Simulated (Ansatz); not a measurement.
Molecule: trihydroxysilane, sum formula H4SiO3, charge 0, multiplicity 1. 
Coordinates optimised at B3LYP-D3(BJ)/def2-TZVP (Ansatz, a quantum-chemistry and plane-wave program):
```
Si
O 1 1.6348
H 2 0.9613 1 118.21
O 1 1.6377 2 109.17 3 -45.13
H 4 0.9606 1 117.30 2 147.31
O 1 1.6461 2 114.29 3 72.17
H 6 0.9602 1 118.55 2 65.02
H 1 1.4697 2 104.44 3 -166.65
```

Quantity: atomisation energy (electronic, to ground-state atoms), in kcal/mol. Correlated levels leave the core frozen unless marked. UHF or UKS for open shells. No spin-orbit coupling. No relativistic terms. The coupled-cluster limit lacks core correlation, which all-electron functionals hold. CBS marks a two-point X^-3 extrapolation of the correlation energy; Hartree-Fock from the larger set. The bracket is a focal-point correction in the basis named.

```tsv
level	program	atomisation energy (kcal/mol)	minus last row
HF/aug-cc-pV(T+d)Z	Ansatz	528.6	-230.1
HF/aug-cc-pV(Q+d)Z	Ansatz	530.6	-228.1
revPBE-D4/def2-TZVPD	Ansatz + dftd4	732.7	-26.0
r2SCAN/def2-TZVPD	Ansatz	748.1	-10.6
r2SCAN-D4/def2-TZVPD	Ansatz + dftd4	748.8	-9.9
wB97M-V/def2-TZVPD	Ansatz	751.3	-7.4
B2GP-PLYP/def2-TZVPD	Ansatz	738.5	-20.2
MP2/aug-cc-pV(T+d)Z	Ansatz	760.7	2.0
RI-MP2/cc-pV(T+d)Z	Ansatz	753.3	-5.4
SCS-MP2/aug-cc-pV(T+d)Z	Ansatz	754.0	-4.7
CCSD/aug-cc-pV(Q+d)Z	Ansatz	738.4	-20.3
CCSD(T)/cc-pV(D+d)Z	Ansatz	671.2	-87.5
CCSD(T)/cc-pVTZ	Ansatz	726.6	-32.1
RI-MP2/CBS(cc-pV(T+d)Z,cc-pV(Q+d)Z)+[CCSD(T)-MP2]/cc-pV(Q+d)Z	Ansatz	758.3	-0.4
CCSD(T)/CBS(aug-cc-pV(T+d)Z,aug-cc-pV(Q+d)Z)	Ansatz	758.7	0.0
```
